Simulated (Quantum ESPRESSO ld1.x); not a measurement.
Results of a calculation; reference values are marked as such.
Initial-state core-level shifts of the technetium ion Tc2+ when its valence configuration changes from [Kr] 4d5. Code: ld1.x of Quantum ESPRESSO 7.5. Model: Dirac Kohn-Sham, revPBE, spin-unpolarised, spherical densities, point nucleus; open shells are shared between the two j in proportion to 2j + 1. Shifts are changes of the shell-averaged eigenvalues in eV (positive: less bound).

valence               1s       2s       3p       4s
4d4.5 5s0.5       -2.211   -2.365   -2.303   -2.073
4d4 5p1           -5.744   -6.043   -5.920   -5.409
4d3.5 5s0.5 5p1   -8.156   -8.639   -8.425   -7.587
4d4 5s1           -4.534   -4.855   -4.718   -4.214
4d3 5p2          -11.823  -12.487  -12.179  -10.945
4d3.5 5p1.5       -8.748   -9.221   -9.014   -8.169
4d3 5s1 5p1      -10.654  -11.334  -11.013   -9.804
4d4 5s0.5 5p0.5   -5.142   -5.452   -5.322   -4.814
4d2.5 5s1.5 5p1  -13.236  -14.125  -13.683  -12.053
